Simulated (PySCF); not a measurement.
**Excitation energy of Si by level of theory**

Si [Ne] 3s2 3p2 (3P) → Si [Ne] 3s2 3p1 4s1 (3P), as a difference of total energies. Computed with PySCF 2.14 in dyall-av3z (19s12p3d2f, 84 functions), with the non-relativistic Hamiltonian (point nucleus). Correlated levels: valence: [Ne] frozen; virtual orbitals above 40 to 60 times the deepest correlated orbital energy dropped. The calculations carry no spin-orbit coupling.

```json
{"method": "UHF", "excitation energy (cm⁻¹)": "38137"}
{"method": "LDA", "excitation energy (cm⁻¹)": "39366"}
{"method": "PBE", "excitation energy (cm⁻¹)": "39428"}
{"method": "M06", "excitation energy (cm⁻¹)": "38707"}
{"method": "PW91", "excitation energy (cm⁻¹)": "39635"}
{"method": "MN15", "excitation energy (cm⁻¹)": "39885"}
{"method": "M06-2X", "excitation energy (cm⁻¹)": "38511"}
{"method": "MP2 (valence)", "excitation energy (cm⁻¹)": "39860"}
{"method": "SCS-MP2 (valence)", "excitation energy (cm⁻¹)": "39537"}
```

Problem. Estimate what r2SCAN gives.

Solution. 41674 cm⁻¹, closest to MN15 among the rows shown.

Problem. Estimate what PBE0 gives.

Solution. 40044 cm⁻¹, closest to MN15 among the rows shown.

The promoted electron is Rydberg-like, and one or two diffuse shells describe it only roughly, which tends to raise the upper state.
